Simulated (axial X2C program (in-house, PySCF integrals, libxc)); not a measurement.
**SnBr⁺ at several levels of theory**

All values were computed with an in-house relativistic program for diatomic molecules. Spin-free means the one-electron spin-free X2C Hamiltonian; two-component (2c) means X2C with spin–orbit coupling and atomic mean-field two-electron Coulomb and Gaunt terms, so the difference of the two also holds small scalar two-electron terms. Basis: Sn dyall-cv3z [11s12p9d4f1g], Br dyall-cv3z [8s9p6d4f1g] (cores contracted in-house); Gaussian nuclei, density fitting, unrestricted open shells. Masses: Sn 119.902 u, Br 78.918 u.

The run was started with this input:
```json
{
 "zs": [
  50,
  35
 ],
 "q": 1,
 "bas": [
  "dyall-cv3z",
  "dyall-cv3z"
 ],
 "levels": [
  "PBE0",
  "HF",
  "M06"
 ],
 "cc": true,
 "r0": 2.54,
 "thr": -1.0,
 "nmax": 90,
 "npts": 10,
 "nst": 2,
 "ntry": 6
}
```
```bash
python so2c.py task.json out
```

Keys: zs atomic numbers; q charge; bas basis sets; levels methods; cc coupled cluster on or off; r0 starting distance in Å; thr threshold in hartree for freezing inner shells (an s shell follows its p shell); nmax most natural virtual spinors; npts points on the curve; nst determinants followed; ntry starts of the search. HF also brings MP2.

State, spin-free: M_S = 0, Λ = 0 (closed shell); electrons by block: σα: 18, σβ: 18, π+α: 9, π+β: 9, π-α: 9, π-β: 9, δ+α: 3, δ+β: 3, δ-α: 3, δ-β: 3. Fragments: Sn+ + Br.

State, 2c: Ω = 0 (closed shell); electrons by block: 1/2: 27, -1/2: 27, 3/2: 12, -3/2: 12, 5/2: 3, -5/2: 3. Fragments: Sn+ + Br.

| Hamiltonian | level | Re (Å) | ωe (cm⁻¹) | ωexe (cm⁻¹) | Be (cm⁻¹) | αe (cm⁻¹) | De (eV) | D0 (eV) | k (mdyn/Å) | μ (D) |
| --- | --- | --- | --- | --- | --- | --- | --- | --- | --- | --- |
| spin-free | PBE0 | 2.399 | 301.4 | 0.542 | 0.06156 | 0.000161 | 3.90 | 3.88 | 2.55 | -3.69 |
| spin-free | HF | 2.400 | 307.7 | 0.526 | 0.0615 | 0.000156 | 2.47 | 2.45 | 2.65 | -4.29 |
| spin-free | MP2 | 2.407 | 305.3 | 0.516 | 0.06111 | 0.000154 | 3.78 | 3.76 | 2.61 | n/a |
| spin-free | CCSD | 2.409 | 303.0 | 0.538 | 0.06101 | 0.000158 | 3.53 | 3.51 | 2.57 | n/a |
| spin-free | CCSD(T) | 2.416 | 298.9 | 0.543 | 0.06069 | 0.00016 | 3.68 | 3.66 | 2.5 | n/a |
| spin-free | M06 | 2.404 | 301.5 | 0.576 | 0.06127 | 0.000163 | 3.85 | 3.83 | 2.55 | -3.65 |
| 2c | PBE0 | 2.400 | 300.2 | 0.55 | 0.06148 | 0.000163 | n/a | n/a | 2.53 | -3.65 |
| 2c | HF | 2.401 | 306.9 | 0.531 | 0.06144 | 0.000157 | 1.98 | 1.96 | 2.64 | -4.25 |
| 2c | MP2 | 2.409 | 304.5 | 0.522 | 0.06105 | 0.000155 | 3.34 | 3.33 | 2.6 | n/a |
| 2c | CCSD | 2.411 | 302.0 | 0.546 | 0.06094 | 0.000159 | 3.09 | 3.07 | 2.56 | n/a |
| 2c | CCSD(T) | 2.417 | 297.9 | 0.551 | 0.06061 | 0.000161 | 3.24 | 3.23 | 2.49 | n/a |
| 2c | M06 | 2.406 | 300.1 | 0.587 | 0.06118 | 0.000165 | n/a | n/a | 2.53 | -3.61 |

Correlated methods: 10 electrons correlated (number of frozen shells: Sn 4 s, 3 p, 2 d; Br 3 s, 2 p, 1 d), 274 virtual spin orbitals or spinors in MP2, 90 natural virtuals in coupled cluster.

Dipoles are positive if Br is the positive end and refer to the centre of mass.

One determinant describes the state; a PBE0 search over occupations chose it and may have missed a lower one. The closed shell is kept restricted, so the energy runs too high when the bond is stretched far. De is counted from the lowest determinant-based energies of the atoms at the same level, without counterpoise correction. De is not given where an atomic determinant may have missed its ground term or J level, or where the truncated virtual space spoils (T). CCSD and (T) use frozen natural virtuals with an MP2 correction for the truncation; (T) itself is uncorrected, so its De runs slightly low. Without a current term, density functionals place determinants with orbital angular momentum somewhat too high. With the outer-core shells frozen, correlated bond lengths of heavy atoms tend to come out a few hundredths of an ångström too long.

Rough cost a point (2c) on 1 thread(s) of a shared host, integrals apart: PBE0 0.6 s, HF 0.4 s, CCSD(T) 5 s, M06 1 s.

The whole task took 2.7 min on 1 thread of Intel(R) Xeon(R) Processor @ 2.30GHz (shared host).
